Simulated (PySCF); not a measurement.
ClCs, charge +1, doublet, geometry from GFN2-xTB (such geometries of metal compounds can be far from the true shape) (a state made from the parent by changing its charge; the spin is typed, not shown lowest) (core potentials on Cs); WB97X/def2-TZVP run with PySCF.

The PySCF input:
```python
from pyscf import gto, scf, dft

mol = gto.Mole()
mol.atom = '''
    Cs   -0.000000   -0.000000   -0.811463
    Cl    0.000000    0.000000    2.625321
'''
mol.basis = 'def2-tzvp'
mol.ecp = {'Cs': 'def2-tzvp'}
mol.charge = 1
mol.spin = 1
mol.verbose = 4
mol.build()

mf = dft.UKS(mol)
mf.xc = 'wb97x'
mf.grids.atom_grid = (99, 590)
mf.grids.prune = None
mf.kernel()
```

Question: Predict the main parts of the log of this PySCF run.

Answer: 
```
PySCF version 2.14.0

[INPUT] verbose = 4
[INPUT] num. atoms = 2
[INPUT] num. electrons = 25
[INPUT] charge = 1
[INPUT] spin (= nelec alpha-beta = 2S) = 1
[INPUT] symmetry False subgroup None
[INPUT] Mole.unit = angstrom
[INPUT] Symbol           X                Y                Z      unit          X                Y                Z       unit  Magmom
[INPUT]  1 Cs     0.000000000000   0.000000000000  -0.811463000000 AA    0.000000000000   0.000000000000  -1.533442830218 Bohr   0.0
[INPUT]  2 Cl     0.000000000000   0.000000000000   2.625321000000 AA    0.000000000000   0.000000000000   4.961137679069 Bohr   0.0

nuclear repulsion = 23.5581035266575
number of shells = 24
number of NR pGTOs = 103
number of NR cGTOs = 66
basis = def2-tzvp
ecp = {'Cs': 'def2-tzvp'}

******** <class 'pyscf.dft.uks.UKS'> ********
method = UKS
initial guess = minao
damping factor = 0
level_shift factor = 0
DIIS = <class 'pyscf.scf.diis.CDIIS'>
diis_start_cycle = 1
diis_space = 8
diis_damp = 0
SCF conv_tol = 1e-09
SCF conv_tol_grad = None
SCF max_cycles = 50
direct_scf = True
direct_scf_tol = 1e-13
number electrons alpha = 13  beta = 12
XC library pyscf.dft.libxc version 7.1.2
    S. Lehtola, C. Steigemann, M. J. T. Oliveira, and M. A. L. Marques,  SoftwareX 7, 1–5 (2018)
XC functionals = wb97x
    J.-D. Chai and M. Head-Gordon,  J. Chem. Phys. 128, 084106 (2008)
radial grids:
    Treutler-Ahlrichs [JCP 102, 346 (1995); DOI:10.1063/1.469408] (M4) radial grids

becke partition: Becke, JCP 88, 2547 (1988); DOI:10.1063/1.454033
pruning grids: None
grids dens level: 3
symmetrized grids: False
atomic radii adjust function: <function treutler_atomic_radii_adjust>
User specified grid scheme (99, 590)
small_rho_cutoff = 0
Set gradient conv threshold to 3.16228e-05
tot grids = 116824
init E= -476.830366416001

cycle= 1 E= -480.143132587436  delta_E= -3.31  |g|= 0.205  |ddm|= 1.36
cycle= 2 E= -480.154318057049  delta_E= -0.0112  |g|= 0.0383  |ddm|= 0.237
cycle= 3 E= -480.154812556127  delta_E= -0.000494  |g|= 0.0151  |ddm|= 0.0487
cycle= 4 E= -480.154876436522  delta_E= -6.39e-05  |g|= 0.00238  |ddm|= 0.01
cycle= 5 E= -480.154882074008  delta_E= -5.64e-06  |g|= 0.000293  |ddm|= 0.00431
cycle= 6 E= -480.154882143173  delta_E= -6.92e-08  |g|= 6.21e-05  |ddm|= 0.000513
cycle= 7 E= -480.154882146157  delta_E= -2.98e-09  |g|= 1.39e-05  |ddm|= 0.000126
cycle= 8 E= -480.154882146331  delta_E= -1.74e-10  |g|= 3.98e-06  |ddm|= 2.22e-05
Extra cycle  E= -480.154882146347  delta_E= -1.53e-11  |g|= 1.79e-06  |ddm|= 6.12e-06
converged SCF energy = -480.154882146347  <S^2> = 0.75351351  2S+1 = 2.0035104
```
